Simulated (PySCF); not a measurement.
## Dipole moment and polarisability of `C=C(F)CC[SiH3]`

Species: C₄H₉FSi.
Numbering: `[CH2:1]=[C:2]([F:3])[CH2:4][CH2:5][SiH3:6]` (hydrogens: H7, H8 on C1; H9, H10 on C4; H11, H12 on C5; H13, H14, H15 on Si6)

Structure used (GFN2-xTB), in Å, numbered top down from 1:
```xyz
15
C4H9FSi angstrom
C     -2.7127    0.1812    0.2037
C     -1.6275   -0.1266   -0.4804
F     -1.6397    0.0083   -1.8309
C     -0.3077   -0.5927    0.0395
C      0.7365    0.5258   -0.0531
Si     2.4548   -0.0174    0.5566
H     -2.7336    0.0850    1.2723
H     -3.6031    0.5327   -0.2859
H      0.0222   -1.4471   -0.5569
H     -0.4264   -0.9150    1.0737
H      0.3860    1.3815    0.5280
H      0.7979    0.8616   -1.0899
H      2.3656   -0.3623    1.9776
H      2.8878   -1.1924   -0.2020
H      3.3955    1.0855    0.3617
```

Level: wB97X-D/def2-SVPD (PySCF), static field, nuclei fixed, core orbitals frozen in the response. The polarisability tensor in these axes (au):

```
x   98.35 -2.89 -0.76
y   -2.89 65.24  0.25
z   -0.76  0.25 70.01
```

**Question.** Give the principal values, the mean and the anisotropy Δα = √{½[(α1 − α2)² + (α2 − α3)² + (α1 − α3)²]}.

**Answer.** Principal values 64.99, 70.00 and 98.62 au; mean 77.87 au = 11.54 Å³ = 12.84 × 10⁻⁴⁰ C²·m²/J; Δα = 31.43 au (40 % of the mean).

**Question.** What is the dipole moment, and where does it point?

**Answer.** (0.20, -0.03, 1.30) D, 1.32 D in size, pointing from the negative to the positive side. Measured along this direction, the outermost atoms are F3 at the negative end and H13 at the positive end.

**Question.** Give the principal axes and the span of the nuclei along them.

**Answer.** Largest value along (1.00, -0.09, -0.03), where the nuclei span 6.90 Å; middle along (0.03, 0.03, 1.00), 3.91 Å; least along (0.09, 1.00, -0.04), 2.81 Å. The response follows the extents in order.

**Question.** Find the Langevin capture rate constant for H3O+ (19.018 u) meeting this molecule (104.046 u), k = 2.342 × 10⁻⁹ cm³/s × √(α in Å³ / reduced mass in u).

**Answer.** The reduced mass is 16.08 u, so k = 1.98 × 10⁻⁹ cm³/s. The formula leaves out the permanent dipole, which adds to the capture rate.

**Question.** Refractivity n − 1 of an ideal gas of it at 500 K and 1 atm, from the electronic α?

**Answer.** N = p/kT = 1.4678 × 10¹⁹ cm⁻³, so n − 1 = 2π × N × 11.54 × 10⁻²⁴ cm³ = 1064 × 10⁻⁶ at long wavelengths, for an ideal gas.

**Question.** What depolarisation ratio follows for Rayleigh scattering of linearly polarised light, taking the static tensor?

**Answer.** ρ = 3Δα²/(45ᾱ² + 4Δα²) = 2964.2/(272855 + 3952.2) = 0.0107.

The structure is a single GFN2-xTB conformer in the gas phase; no vibrational or solvent corrections.
